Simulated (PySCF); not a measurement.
**Electron correlation in Cu(2+) (copper, charge +2)**

[Ar] 3d8 4s1, high-spin 4F determinant (an excited configuration). Computed with PySCF 2.14 in def2-QZVPPD (11s6p5d4f2g, 100 functions), with the non-relativistic Hamiltonian (point nucleus). Frozen: [Ar]; 9 electrons correlated.

| level | correlation energy (mhartree) |
| --- | --- |
| CCSD | -260.17 |
| (T) | -4.93 |
| CCSD(T) | -265.10 |

Diagnostics: T1 = 0.0072, D1 = 0.0201, largest double amplitude 0.012.

Cost of the coupled-cluster step: roughly 28 core-seconds, for 9 correlated electrons.
